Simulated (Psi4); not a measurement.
A dimer, BF3 ··· O2S (SMILES FB(F)F and O=S=O); the first 4 atoms form monomer A.

```
7

F      1.1922    -0.5558    -0.0237
B      0.0001     0.0001    -0.0003
F     -1.0770    -0.7546     0.0035
F     -0.1153     1.3104     0.0205
O      0.4505     1.2860    -4.2323
S      0.5246     1.2244    -2.7969
O     -0.0082     0.0705    -2.1229
```

**Question.** What interaction energy does SAPT0/jun-cc-pVDZ, frozen core (Psi4) give, and which attractive term is the largest?

**Answer.** Total 0.09 kcal/mol: electrostatics -18.56, exchange 30.55, induction -6.89, dispersion -5.01. The most attractive term is electrostatics.
